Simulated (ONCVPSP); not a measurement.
carbon (C): excitation energies, all-electron against ONCV

- Element: C (Z = 6)
- Generator: ONCVPSP 4.0.1
- Type: optimised norm-conserving Vanderbilt (ONCV)
- Functional: LDA (Perdew-Zunger)
- Relativity: scalar-relativistic
- Frozen core: [He]
- Valence charge: 4
- Reference configuration: 2s2 2p2
- Partial waves: 2s: rc 1.10 bohr, ncon 3, nbas 8, qcut 6.4 1/bohr, 2 projectors, debl 1.8 Ha; 2p: rc 2.55 bohr, ncon 4, nbas 9, qcut 6.1 1/bohr, 3 projectors, debl 2.1 Ha
- Local potential: polynomial inside 0.75 bohr (lpopt 4, dvloc0 3 Ha)
- Core correction: Teter function, fcfact 3.5, rcfact 1.7

Energies are relative to the spin-unpolarised reference configuration 2s2 2p2; without spin polarisation the order of configurations can differ from experiment.

**Question.** Give the all-electron excitation energy and the error of the potential for: 2s2 2p1; 2s2 2p0; 2s1 2p0; 2s1 2p2.

**Answer.**

| valence configuration | charge | ΔE all-electron (eV) | error AE − PS (meV) |
| --- | --- | --- | --- |
| 2s2 2p1 | +1 | 10.988 | +73 |
| 2s2 2p0 | +2 | 35.247 | +569 |
| 2s1 2p0 | +3 | 83.217 | +1042 |
| 2s1 2p2 | +1 | 19.482 | -47 |
